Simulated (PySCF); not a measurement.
An unknown is described by computed data only.

Formula: C6H6FN.

| Item | Value |
| --- | --- |
| NMR, other nuclei | isotropic shieldings of nuclei other than C and H, by class: 203 (1 N), 324 (1 F) ppm [GIAO PBE0/pcSseg-1] |
| Dipole | 1.79 D [PBE0/pcSseg-1] |
| 1H NMR | chemical shifts (computed TMS as zero) by class: 7.28 (1 H), 7.20 (1 H), 6.85 (1 H), 6.80 (1 H), 3.55 (2 H) ppm [GIAO PBE0/pcSseg-1] |
| Rotational structure | rotational constants A, B, C: 3.305, 2.246, 1.338 GHz [GFN2-xTB] |
| 13C NMR | chemical shifts (computed TMS as zero) by class: 159.3 (1 C), 140.7 (1 C), 130.0 (1 C), 121.6 (1 C), 121.2 (1 C), 118.9 (1 C) ppm [GIAO PBE0/pcSseg-1] |

Electronic properties: PySCF, gas phase, density fitting. Levels stand in brackets. Geometry: GFN2-xTB; no solvent, vibrations or thermal averaging. NMR classes are plain means over equivalent atoms (diastereotopic ones count apart unless rotation or inversion swaps them), as if these changed places fast.

Task: Propose a structure and show how it fits.

Result: Numbering: `[NH2:1][c:2]1[cH:3][cH:4][cH:5][cH:6][c:7]1[F:8]`. Its formula, C6H6FN, gives 4 degrees of unsaturation: 1 ring and 3 π bonds in the structure found (Kekulé form). 6 carbons fall into 6 classes; from least to most shielded: aromatic C–F carbon [C7] (159.3 ppm), aromatic carbon bearing nitrogen [C2] (140.7 ppm), aromatic CH carbon [C4] (130.0 ppm), aromatic CH carbon [C6] (121.6 ppm), aromatic CH carbon [C5] (121.2 ppm), aromatic CH carbon [C3] (118.9 ppm). Hydrogen classes from least to most shielded: 1 H on an aromatic CH carbon, C6 (7.28 ppm), 1 H on an aromatic CH carbon, C4 (7.20 ppm), 1 H on an aromatic CH carbon, C3 (6.85 ppm), 1 H on an aromatic CH carbon, C5 (6.80 ppm), 2 H on an aniline-type nitrogen, N1 (3.55 ppm, a mean of values up to 0.5 ppm apart in this geometry). The other shieldings belong to: 203 ppm, aniline-type nitrogen [N1]; 324 ppm, aryl fluorine [F8]. By its constants the optimised geometry is an asymmetric top. Structure: `Nc1ccccc1F`. The assignments are read from this structure; whether some other isomer fits the data as well wasn't checked.

Shape of the structure used: `[NH2:1][c:2]1[cH:3][cH:4][cH:5][cH:6][c:7]1[F:8]`: H–N1–C2–C3 165°, H–N1–C2–C3 22°.
